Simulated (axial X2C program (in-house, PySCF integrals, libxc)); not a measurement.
**Worked dissociation energy of CrO: PBE0, two-component**

Calculated with an axial X2C code built on PySCF integrals. Two-component (2c) means X2C with spin–orbit coupling and atomic mean-field two-electron Coulomb and Gaunt terms. Basis: Cr dyall-cv3z [9s10p6d3f2g], O dyall-av3z [7s6p3d2f] (cores contracted in-house); Gaussian nuclei, density fitting, unrestricted open shells. Masses: Cr 51.941 u, O 15.995 u.

Molecular state: Ω = 1 (⟨Sz⟩ = 2.00, ⟨Lz⟩ = -1.00 at PBE0).

| Property | Result |
| --- | --- |
| E(Cr) (2M_J = 6) | -1050.344236 hartree |
| E(O) (2M_J = 2) | -75.071371 hartree |
| E(CrO) at Re | -1125.567551 hartree |
| ωe | 894.2 cm⁻¹ |
| ωexe | 11.2 cm⁻¹ |

Problem. Work out De and D0.

Solution. De = -1050.344236 + (-75.071371) − (-1125.567551) = 0.15194 hartree = 4.135 eV. The zero-point energy is ωe/2 − ωexe/4 = 444 cm⁻¹ = 0.055 eV, so D0 = 4.079 eV.

The state is a single determinant with fixed occupations, the lowest that a limited PBE0 search found. De is counted from the lowest determinant-based energies of the atoms at the same level, without counterpoise correction. Density functionals use the spin component along the axis (collinear). The 2c atoms are single determinants rather than J levels; their spin–orbit lowering is only partly caught, and De is too large by that part. This holds for PBE0. The functionals have no current-density term, which raises determinants with orbital currents, atoms included. With several unpaired electrons one determinant need not be a pure state. Open-shell Ω = 0 determinants with evenly filled partner blocks cannot be reached by this program, so the Ω shown need not be the lowest component. The determinant is spin-polarised beyond a pure state at some levels (its spin-free form has ⟨S²⟩ too high), which makes Re and μ there less reliable.

Each atomic determinant is the lowest at this level and need not be a pure J level. Totals compare only within one Hamiltonian and basis.
